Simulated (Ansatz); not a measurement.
Basis-set extrapolation for C$_{2}$H$_{11}$BOSi, SMILES `C[BH-](C)[OH+][SiH3]` (PBE0-D4/def2-TZVP geometry, frozen core, the Gaussian-basis code of Ansatz). Multiplicity 1, RHF reference.

```csv
,def2-TZVPP,def2-QZVPP
HF,-470.736415,-470.754686
MP2 correlation,-0.860669,-0.919027
CCSD(T) correlation,-0.955979,not run
```

Energies in hartree. Use E(X) = E(∞) + A·exp(−7.88·√X) for Hartree–Fock and E(X) = E(∞) + B·X^(−2.97) for correlation, with X = 3 and 4, and add CCSD(T) minus MP2 of the smaller set to the MP2 limit.

Task: What is the CCSD(T) energy at the basis-set limit?

Result: HF limit: -470.754686 + (-0.018271) × 0.13774 = -470.75720. MP2 limit: -0.919027 + (-0.058358) × 0.74074 = -0.96226. Higher-order term: -0.955979 − (-0.860669) = -0.09531. Total: -471.81477 hartree, 321.3 kJ/mol below CCSD(T)/def2-TZVPP.
